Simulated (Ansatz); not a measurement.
Geometry optimisation, RKS PBE0/def2-SVP (Ansatz).

Input:

```yaml
crystal:
  periodic: [false, false, false]
  atoms:
    - { symbol: "N", position_ang: [0.2909, 1.0871, -1.6658] }
    - { symbol: Si, position_ang: [0.6313, 0.2118, -0.1936] }
    - { symbol: F, position_ang: [2.2471, 0.3675, 0.1315] }
    - { symbol: Si, position_ang: [-0.481, 1.0231, 1.5163] }
    - { symbol: Ge, position_ang: [0.1146, -2.023, -0.5224] }
    - { symbol: H, position_ang: [0.4357, 2.1533, -1.4729] }
    - { symbol: H, position_ang: [-0.7616, 1.0483, -1.8179] }
    - { symbol: H, position_ang: [-1.9492, 0.891, 1.213] }
    - { symbol: H, position_ang: [-0.2267, 0.2673, 2.7769] }
    - { symbol: H, position_ang: [-0.2258, 2.4327, 1.7458] }
    - { symbol: H, position_ang: [0.9279, -2.5772, -1.6691] }
    - { symbol: H, position_ang: [-1.3812, -2.1379, -0.7977] }
    - { symbol: H, position_ang: [0.3985, -2.7786, 0.7706] }
basis:
  gaussian: { orbitals: def2-SVP }
hamiltonian:
  xc: pbe0
relax:
  f_tol: 0.015
  max_steps: 40
```

Launched with:

```bash
$ ansatz run input.yaml --threads 2 --pin off --max-ram 3072MiB --backend cpu --events-out ev --progress --plain --runs-dir out
```

Where does it end, and by what steps?

The run converged. The force dipped under the threshold on the way, but the program's further checks kept it going. After 19 steps the energy has fallen by 0.635 eV; H7 moved furthest, 1.30 Å.

| step | energy less start (eV) | largest force component (eV/Å) | accepted |
| --- | --- | --- | --- |
| 0 | 0.0000 | 2.695 | yes |
| 1 | -0.3793 | 1.055 | yes |
| 2 | -0.4213 | 0.709 | yes |
| 3 | -0.4587 | 0.486 | yes |
| 4 | -0.5091 | 0.423 | yes |
| 5 | -0.5376 | 0.370 | yes |
| 6 | -0.5750 | 0.403 | yes |
| 7 | -0.6075 | 0.160 | yes |
| 8 | -0.6262 | 0.161 | yes |
| 9 | -0.6292 | 0.204 | yes |
| 10 | -0.6287 | 0.347 | no |
| 11 | -0.6314 | 0.180 | yes |
| 12 | -0.6314 | 0.073 | no |
| 13 | -0.6329 | 0.023 | yes |
| 14 | -0.6335 | 0.045 | yes |
| 15 | -0.6338 | 0.061 | yes |
| 16 | -0.6341 | 0.047 | yes |
| 17 | -0.6345 | 0.013 | yes |
| 18 | -0.6347 | 0.012 | yes |
| 19 | -0.6348 | 0.012 | yes |

```xyz
13
Properties=species:S:1:pos:R:3
N 0.135 1.130 -1.511
Si 0.545 0.211 -0.120
F 2.150 0.252 0.239
Si -0.574 1.154 1.714
Ge 0.035 -2.068 -0.591
H 0.099 2.144 -1.481
H 0.347 0.797 -2.446
H -2.043 0.893 1.605
H -0.075 0.575 2.999
H -0.355 2.635 1.737
H 0.613 -2.464 -1.967
H -1.490 -2.284 -0.635
H 0.634 -3.009 0.470
```

The run took 100 s on 2 threads of Arm Neoverse V1, on a shared host, peak memory 0.38 GiB.
